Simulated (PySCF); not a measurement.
C3H7ClSi, SMILES Cl[SiH2]C1CC1.

The structure is a stationary point at PBE-D3(BJ)/def2-SVP. This is a generated structure with no PubChem entry under its InChIKey; it may be hypothetical. One conformer was computed; it need not be the lowest.

Two levels are set side by side: PBE/def2-TZVP (PySCF) and PBE0/def2-TZVP (PySCF). Same geometry, gas phase. Differences are taken from unrounded values.

```json
[
 {"quantity": "orbital gap (eV)", "PBE0": "8.66"},
 {"quantity": "highest occupied level (eV)", "PBE0": "-8.36"},
 {"quantity": "lowest empty level (eV)", "PBE0": "0.30"},
 {"quantity": "dipole moment (D)", "PBE0": "2.16"},
 {"quantity": "mean polarisability (bohr³)", "PBE0": "71.6"}
]
```

What does PBE give, and how far is it from PBE0? (Estimate from the structure and the level; the computed values follow.)


```json
[
 {"quantity": "orbital gap (eV)", "PBE": "6.48", "PBE minus PBE0": "-2.18"},
 {"quantity": "highest occupied level (eV)", "PBE": "-7.08", "PBE minus PBE0": "1.28"},
 {"quantity": "lowest empty level (eV)", "PBE": "-0.60", "PBE minus PBE0": "-0.90"},
 {"quantity": "dipole moment (D)", "PBE": "2.10", "PBE minus PBE0": "-0.06"},
 {"quantity": "mean polarisability (bohr³)", "PBE": "73.9", "PBE minus PBE0": "2.3"}
]
```

PBE's occupied levels lie high since its potential decays too fast outside the molecule; exact exchange lowers them and widens the gap. Loosely held outer electrons make PBE densities more polarisable. Differences between two approximate levels are no errors against the true value.

Rough cost on one machine, each run with all the roots and properties that it gave: PBE0 against PBE within a factor of 2.
